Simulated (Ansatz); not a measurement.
Start from `[OH][Ti]([F])([F])[Cl]` and change one element to get `[OH][Zr]([F])([F])[Cl]`.

Ansatz, PBE0-D4/def2-TZVP geometries, multiplicity 1. Each molecule was computed in one conformer, which needn't be the lowest.

Elements past krypton have def2 core potentials. Scalar relativity is left out up to krypton.

| property | `[OH][Ti]([F])([F])[Cl]` |
| --- | --- |
| HOMO energy (PBE0/def2-TZVPP) / eV | -9.62 |
| HOMO–LUMO gap (PBE0/def2-TZVPP) / eV | 6.76 |
| LUMO energy (PBE0/def2-TZVPP) / eV | -2.86 |
| LUMO energy (ωB97M-V/def2-TZVPP) / eV | -0.58 |
| HOMO energy (ωB97M-V/def2-TZVPP) / eV | -11.87 |
| HOMO energy (PBE/def2-TZVPP) / eV | -8.14 |

Question: Give the same properties after the change, and the shifts. (An estimate is asked.)

Answer: Computed: 
```
                             property  `[OH][Zr]([F])([F])[Cl]`  shift
   HOMO energy (PBE0/def2-TZVPP) / eV                     -9.48   0.14
 HOMO–LUMO gap (PBE0/def2-TZVPP) / eV                      8.31   1.55
   LUMO energy (PBE0/def2-TZVPP) / eV                     -1.16   1.70
LUMO energy (ωB97M-V/def2-TZVPP) / eV                      0.40   0.98
HOMO energy (ωB97M-V/def2-TZVPP) / eV                    -11.75   0.12
    HOMO energy (PBE/def2-TZVPP) / eV                     -8.01   0.13
```

With PBE0 the HOMO rises by 0.14 eV and the LUMO rises by 1.70 eV, so the gap widens by about 1.56 eV. PBE moves the HOMO by 0.13 eV and ωB97M-V by 0.12 eV.

Positive LUMOs are unbound, so they and the gaps depend on the basis.
